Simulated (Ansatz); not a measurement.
`C[C]([GeH3])=[Se]` + H₂S → `CC(S)=[Se]` + GeH₄  (substitution at a C–Ge bond)

Program: Ansatz. Geometries: PBE0-D4/def2-TZVP. ΔE: electronic, gas phase. CBS: MP2 limit from def2 TZ/QZ plus the TZ coupled-cluster correction, frozen cores. This one scheme is used for every species. Functionals use def2-TZVPP. B3LYP here is the variant with VWN-RPA as its local correlation; programs differ in this. For Ge, Se outer-core shells are correlated without core-valence functions, which leaves a few kJ/mol of doubt a bond. Scalar relativity is left out up to krypton. Each species was taken in one conformer, which may not be the lowest.

Problem. Is it downhill or uphill in electronic energy at CCSD(T)/CBS, and by how much? (Estimate.)

Solution. The calculation gave: Nearly level: ΔE = +2.2 kJ/mol.

Problem. What do these levels give: PBE-D4, B3LYP-D4, ωB97X-V, HF/def2-QZVPP, MP2/def2-QZVPP, HF/CBS(def2)? (Estimate.)

Solution. Ansatz gave: PBE-D4 -17.4, B3LYP-D4 -10.6, ωB97X-V -4.4, HF/def2-QZVPP 0.8, MP2/def2-QZVPP -1.5, HF/CBS(def2) 0.6 kJ/mol.

Largest T1 diagnostic among the species: 0.016.

From PBE to PBE0 (25 % exact exchange), in def2-TZVPP and without D4, ΔE moves by +5.0 kJ/mol.
